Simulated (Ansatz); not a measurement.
Program: Ansatz. Geometries: PBE0-D4/def2-TZVP. ΔE: electronic, gas phase. CBS: MP2 limit from def2 TZ/QZ plus the TZ coupled-cluster correction, frozen cores. DFT in def2-TZVPP. B3LYP here is the variant with VWN-RPA as its local correlation; programs differ in this. Each species was taken in one conformer, which may not be the lowest.

Reaction (formal exchange of groups at the Si–O bond): `OB(Cl)O[SiH3]` + `NCN[SiH3]` → `NC([SiH3])N[SiH3]` + `OB(O)Cl`

Problem. Is it downhill or uphill in electronic energy at CCSD(T)/CBS, and by how much? (Best estimate.)

Solution. Ansatz gave: Uphill: ΔE = +116.8 kJ/mol.

Problem. What do these levels give: PBE-D4, PBE0-D4, ωB97X-V, B2PLYP, PBE, r2SCAN, B3LYP, HF/def2-TZVPP, MP2/def2-TZVPP, CCSD(T)/def2-TZVPP, HF/def2-QZVPP, MP2/def2-QZVPP? (An estimate is asked.)

Solution. Computed: PBE-D4 96.1, PBE0-D4 104.9, ωB97X-V 115.6, B2PLYP 124.0, PBE 101.7, r2SCAN 113.5, B3LYP 125.1, HF/def2-TZVPP 152.0, MP2/def2-TZVPP 118.5, CCSD(T)/def2-TZVPP 116.8, HF/def2-QZVPP 154.0, MP2/def2-QZVPP 119.2 kJ/mol.

Largest T1 diagnostic among the species: 0.012.

In def2-TZVPP, CCSD(T) changes the Hartree–Fock value by −35.2 kJ/mol (the triples alone add −5.4 kJ/mol) and MP2 by −33.5 kJ/mol. From PBE to PBE0 (25 % exact exchange), in def2-TZVPP and without D4, ΔE moves by +8.1 kJ/mol.
